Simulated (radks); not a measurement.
Spin polarisation of the 4f5 shell in Pm2+. Start: [Xe] 4f(up 2.5, down 2.5); electrons of 4f are moved from spin down to spin up, other shells keep equal spins. Method: scalar-relativistic Kohn-Sham, PBEsol, spin-polarised, spherical densities, finite nucleus; Fermi nuclear charge, rms radius of each element as measured or else 0.836 A^(1/3) + 0.57 fm; computed with a radial shooting solver on a logarithmic mesh with Libxc functionals.

moment (Bohr magnetons),E - E(0) (eV),e(4f up) (eV),e(4f down) (eV),5p down minus up (eV),5s down minus up (eV),4d down minus up (eV)
0,0.000,-15.218,-15.218,0.000,0.000,0.000
1,-0.164,-15.526,-14.869,0.346,0.455,0.759
2,-0.657,-15.793,-14.480,0.692,0.911,1.517
3,-1.478,-16.016,-14.049,1.042,1.369,2.272
4,-2.625,-16.192,-13.577,1.394,1.831,3.024
5,-4.095,-16.318,-13.059,1.752,2.297,3.769

At moment 5 the spin-polarisation energy is -4.095 eV and the 4f exchange splitting 3.259 eV, that is 0.652 eV per Bohr magneton; E = -I m^2/4 would give I = 0.655 eV.
